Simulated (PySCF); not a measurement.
**Correlation energy of Ga (gallium, neutral)**

[Ar] 3d10 4s2 5s1, 2S determinant (an excited configuration). Calculation: PySCF 2.14, in aug-cc-pVDZ-PP with ECP10MDF (5s4p3d, 32 functions); scalar relativity through the core potential. Frozen: 3s2 3p6 3d10; 3 electrons correlated.

| level | correlation energy (mhartree) |
| --- | --- |
| CCSD | -41.42 |
| (T) | -0.56 |
| CCSD(T) | -41.98 |
| CCSDT | -42.28 |
| FCI | -42.28 |

Diagnostics: T1 = 0.0089, D1 = 0.0216, largest double amplitude 0.081, weight of the Hartree-Fock determinant in FCI 0.9419 (5819 determinants).

The outer electron is Rydberg-like, and this basis confines it to a smaller radius and binds it less than a complete one would.

Cost of the coupled-cluster step: of the order of 0.22 core-seconds, for 3 correlated electrons.

Iterations:

```
CC2 = 0
CCSD nocc = (np.int64(2), np.int64(1)), nmo = (23, 23)
frozen orbitals [[0, 1, 2, 3, 4, 5, 6, 7, 8], [0, 1, 2, 3, 4, 5, 6, 7, 8]]
max_cycle = 100
direct = 0
conv_tol = 1e-08
conv_tol_normt = 1e-06
diis_space = 8
diis_start_cycle = 0
Init t2, MP2 energy = -0.0284165911123235
Init E_corr(UCCSD) = -0.028416591194698
cycle = 1  E_corr(UCCSD) = -0.0369221649826244  dE = -0.00850557379  norm(t1,t2) = 0.0536998
cycle = 2  E_corr(UCCSD) = -0.0396898798123641  dE = -0.00276771483  norm(t1,t2) = 0.0208792
cycle = 3  E_corr(UCCSD) = -0.0413980581242938  dE = -0.00170817831  norm(t1,t2) = 0.00890941
cycle = 4  E_corr(UCCSD) = -0.0414063258537934  dE = -8.2677295e-06  norm(t1,t2) = 0.00144768
cycle = 5  E_corr(UCCSD) = -0.0414280974592448  dE = -2.17716055e-05  norm(t1,t2) = 0.000522701
cycle = 6  E_corr(UCCSD) = -0.0414183797556934  dE = 9.71770355e-06  norm(t1,t2) = 0.000198758
cycle = 7  E_corr(UCCSD) = -0.0414258035437845  dE = -7.42378809e-06  norm(t1,t2) = 4.26453e-05
cycle = 8  E_corr(UCCSD) = -0.0414217604018572  dE = 4.04314193e-06  norm(t1,t2) = 1.82633e-05
cycle = 9  E_corr(UCCSD) = -0.0414225646564554  dE = -8.04254598e-07  norm(t1,t2) = 5.38684e-06
cycle = 10  E_corr(UCCSD) = -0.0414227034047443  dE = -1.38748289e-07  norm(t1,t2) = 9.57877e-07
cycle = 11  E_corr(UCCSD) = -0.0414227104863847  dE = -7.08164044e-09  norm(t1,t2) = 2.00983e-07
UCCSD converged
E(UCCSD) = -258.2262554640384  E_corr = -0.0414227104863847
UCCSD(T) correction = -0.000564016198946347
```
